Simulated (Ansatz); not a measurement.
Ideal-gas functions of ClFH2SSn (`[F][SnH]([SH])[Cl]`) at 400 K and 1 bar, from an Ansatz frequency run at PBE0-D4/def2-TZVP.

Molar mass 207.25 g/mol, point group C1 (symmetry number 1), electronic degeneracy 1, moments of inertia 167.608, 283.506, 381.275 u Å². Harmonic wavenumbers (cm⁻¹, unscaled): 74, 131, 149, 152, 372, 388, 534, 557, 631, 731, 2000, 2707.

Use S(trans) = R[1.5 ln M + 2.5 ln T − 1.1517]; rotational temperatures θ = 24.2544 K / I; S(rot) = R[ln(√π/σ · √(T³/θAθBθC)) + 1.5]; for each mode x = 1.438777 ν̃/T, S = R[x/(eˣ − 1) − ln(1 − e⁻ˣ)] and H = RT x/(eˣ − 1); 1 cm⁻¹ = 0.0119627 kJ/mol; R = 8.31446 J/(mol·K).

By hand: the entropy, in J/(mol·K).

Translation 181.5. Rotation: θ = 0.1447, 0.0856, 0.0636 K, giving 121.7. Vibration, mode by mode: 19.34, 14.65, 13.60, 13.44, 6.49, 6.19, 4.06, 3.80, 3.08, 2.32, 0.05, 0.01, in all 87.0. Electronic 0.0. Sum 390.2 J/(mol·K).

By hand: H − E and G − E in kJ/mol, counted from the electronic energy.

Zero-point energy ½ × 8426 × 0.0119627 = 50.4; thermal vibration 17.3; translation, rotation and pV give 4 RT = 13.3. H − E = 81.0 kJ/mol, and G − E = 81.0 − 400 × 390.2/1000 = -75.1 kJ/mol.

Vibration gives 22 % of the entropy, 47.6 J/(mol·K) of it from the modes under 150 cm⁻¹: soft modes count most, and the harmonic formula is weakest for them. The sum counts one conformer and one mirror image; others add a mixing term.
